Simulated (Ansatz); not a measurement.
C2H7BFN, SMILES `CN(C)BF`, 12 atoms. The species carries charge 0 and has multiplicity 1. All runs use 4 threads of a server CPU on a shared host. Correlated methods freeze the cores.

**Question.** Give the basis size and wall time and peak host memory of each of these runs in Ansatz. RKS PBE0-D4/def2-TZVPP energy; RKS PBE0-D4/def2-TZVP frequencies; direct RPA on PBE orbitals/def2-TZVPP energy; RKS ωB97M-V/def2-QZVPP energy; RKS PBE0-D4/def2-TZVP relaxation (5 steps); RHF-CCSD(T)/def2-SVP energy; RHF-CCSD(T)/def2-TZVPP energy; RKS ωB97M-V/def2-SVP energy; RHF-MP2/def2-QZVPP energy; RKS PBE0-D4/def2-QZVPP energy; RKS ωB97X-V/def2-TZVPP energy; RKS PBE0-D4/def2-SVP energy. (Best estimate.)

**Answer.** The calculation gave: Other jobs shared the machine, so times are rough.

```csv
level,job,functions,wall time,peak host memory (GiB)
RKS PBE0-D4/def2-SVP,energy,105,1.1 s,0.22
RKS PBE0-D4/def2-TZVPP,energy,253,2.8 s,0.55
RKS ωB97M-V/def2-SVP,energy,105,3.2 s,0.31
RHF-CCSD(T)/def2-SVP,energy,105,4.6 s,0.55
direct RPA on PBE orbitals/def2-TZVPP,energy,253,5 s,0.66
RKS ωB97X-V/def2-TZVPP,energy,253,7 s,0.69
RKS PBE0-D4/def2-QZVPP,energy,495,7.5 s,1.6
RKS ωB97M-V/def2-QZVPP,energy,495,15 s,1.9
RKS PBE0-D4/def2-TZVP,relaxation (5 steps),197,17 s,0.48
RHF-MP2/def2-QZVPP,energy,495,22 s,3.4
RHF-CCSD(T)/def2-TZVPP,energy,253,100 s,6
RKS PBE0-D4/def2-TZVP,frequencies,197,2.5 min,0.47
```
